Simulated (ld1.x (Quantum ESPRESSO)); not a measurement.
## silicon (Si) ultrasoft: all-electron and pseudo phase curves

Si (Z = 14), ultrasoft, made with ld1.x (Quantum ESPRESSO) 7.5 (BP86, scalar-relativistic). Core [Ne], reference 3s2 3p0 (charge +2). Waves: 3s (bound): rcut 1.85, rcutus 2.00 bohr; 3s channel at -0.4 Ry: rcut 1.85, rcutus 2.00 bohr; 3p (bound, empty): rcut 0.95, rcutus 1.30 bohr; 3p channel at -1.05 Ry: rcut 0.95, rcutus 1.30 bohr. Local part: all-electron potential smoothed inside 1.25 bohr (lloc = -1). Core correction: Bessel-smoothed model core inside 1.15 bohr. Augmentation charge: PSQ, inside the norm-conserving radii.

The phase is arctan(r·u′/u) with u = r·R(r), unwrapped; energies in Ry, scanned from -4 to 5 Ry. A pole is an energy at which the radial function vanishes at the test radius. The pseudo phase is shifted by a multiple of π to meet the all-electron one at the reference energy, and phase errors are pseudo minus all-electron; the curves can meet again beyond the range given. Levels narrower than the energy grid can be missing from the lists of poles.

| channel | radius (bohr) | reference energy (Ry) | poles, all-electron | poles, pseudo | unbroken range about the reference energy with phases within 0.05 rad | phase error 1 Ry above the reference energy (rad) |
| --- | --- | --- | --- | --- | --- | --- |
| s | 2.21 | -2.11 | -0.36 | -0.36, 3.71 | below 2.6 | -0.000 |
| p | 2.21 | -1.52 | 0.58 | 0.58 | below 4.3 | -0.000 |

Note: ghost state, extra bound levels that the all-electron valence spectrum of the same l lacks: p at -95.5 eV. A true bound ghost makes a file unfit for plane-wave use.

Phases in the s channel:

```
E (Ry)  all-electron  pseudo
 -4.00         1.146   1.146
 -3.76         1.096   1.096
 -3.52         1.028   1.027
 -3.28         0.928   0.928
 -3.04         0.773   0.772
 -2.80         0.515   0.514
 -2.56         0.090   0.090
 -2.32        -0.442  -0.442
 -2.08        -0.860  -0.860
 -1.84        -1.114  -1.114
 -1.60        -1.268  -1.268
 -1.36        -1.368  -1.368
 -1.12        -1.438  -1.438
 -0.88        -1.491  -1.491
 -0.64        -1.532  -1.532
 -0.40        -1.566  -1.566
 -0.16        -1.595  -1.595
  0.08        -1.621  -1.621
  0.32        -1.645  -1.645
  0.56        -1.668  -1.668
  0.80        -1.690  -1.691
  1.04        -1.713  -1.714
  1.28        -1.736  -1.738
  1.52        -1.761  -1.765
  1.76        -1.789  -1.795
  2.00        -1.820  -1.831
  2.24        -1.856  -1.876
  2.48        -1.900  -1.939
  2.72        -1.954  -2.038
  2.96        -2.026  -2.235
  3.20        -2.122  -2.858
  3.44        -2.260  -4.201
  3.68        -2.465  -4.685
  3.92        -2.769  -4.893
  4.16        -3.172  -5.056
  4.40        -3.575  -5.240
  4.64        -3.880  -5.500
  4.88        -4.084  -5.893
```
